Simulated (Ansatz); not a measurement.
`C[O][InH2]`. The species carries charge 0 and has multiplicity 1. In: def2 effective core potential. The structure was optimised at the PBE0-D4/def2-TZVP level.

```xyz
8

C     0.210    1.242   -0.268
O     0.299    0.259    0.722
In   -0.244   -1.633    0.452
H    -0.433    2.066    0.068
H    -0.198    0.876   -1.222
H     1.202    1.665   -0.478
H    -0.832   -1.915   -1.133
H    -0.004   -2.561    1.859
```

What is the dipole moment at B3LYP/def2-TZVPP? (Estimate.)

Computed: 1.59 D, with components (-0.57, -1.20, -0.87) D in this frame, pointing from negative to positive charge.

And with PBE, r2SCAN, ωB97M-V? (Estimate.)

Ansatz gave: PBE 1.38 D, r2SCAN 1.50 D, ωB97M-V 1.70 D.

Give the Mulliken charges with B3LYP, r2SCAN, PBE in def2-TZVPP. (Best estimate.)

Ansatz gave: 
| atom | B3LYP | r2SCAN | PBE |
| --- | --- | --- | --- |
| C1 | -0.09 | 0.05 | -0.11 |
| O2 | -0.52 | -0.53 | -0.45 |
| In3 | 0.63 | 0.62 | 0.55 |
| H4 | 0.08 | 0.04 | 0.08 |
| H5 | 0.06 | 0.03 | 0.07 |
| H6 | 0.08 | 0.04 | 0.08 |
| H7 | -0.13 | -0.13 | -0.12 |
| H8 | -0.12 | -0.12 | -0.11 |

B3LYP here is the variant with VWN-RPA as its local correlation; programs differ in this.
